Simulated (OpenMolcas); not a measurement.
A calculation on Cl.

```yaml
Program: OpenMolcas
Method: "SS-RASPT2, IPEA 0.25 Eh, imaginary shift 0.1 Eh (closed shells correlated: 2s 2p)"
Basis: ANO-RCC-VQZP [6s5p3d2f1g]
Scalar_Hamiltonian: DKH2, point nucleus
Active_space: 7 electrons in 9 orbitals (RAS2 3s 3p; RAS3 3d, at most 2 electrons)
State_averaging: 2S+1 = 2 odd, 3 roots; 2S+1 = 2 even, 1 root
Spin-orbit_coupling: RASSI with atomic mean-field integrals over the reference wave functions, term energies averaged over their components
```

(1) Which level of the active space comes out lowest?

(2) How high does 3s 3p6 2S 1/2 lie?

(3) How high does 3s2 3p5 2P* 1/2 lie?

Measured values: NIST Handbook of Basic Atomic Spectroscopic Data.

Results:

(1) 3s2 3p5 2P* 3/2, with 100 % of that term; it is also the measured ground level.

(2) 90998 cm-1 above the lowest level; measured 85679 cm-1 above the ground level, so the calculation is off by +6 %.

(3) 785 cm-1 above the lowest level; measured 882 cm-1 above the ground level, so the calculation is off by -11 %.

Configurations are named by rounded mean occupations; where the s occupation lies near a half they are strongly mixed, a name can repeat and a true partner stay unpaired. Some terms take much of their weight from 3d, a shell meant for correlation, so their names are nominal. Some terms mix strongly with configurations of 3d, whose occupation reaches 0.38 (3s 3p6 2S). Measured partners are found by configuration, term and J. A level has none where our copy of the source lacks it or the pairing is in doubt (some pairs that miss far off the trend of their configuration count as doubtful), and it then counts in no deviation. Levels of configurations outside the active space are missing.

* marks odd parity.
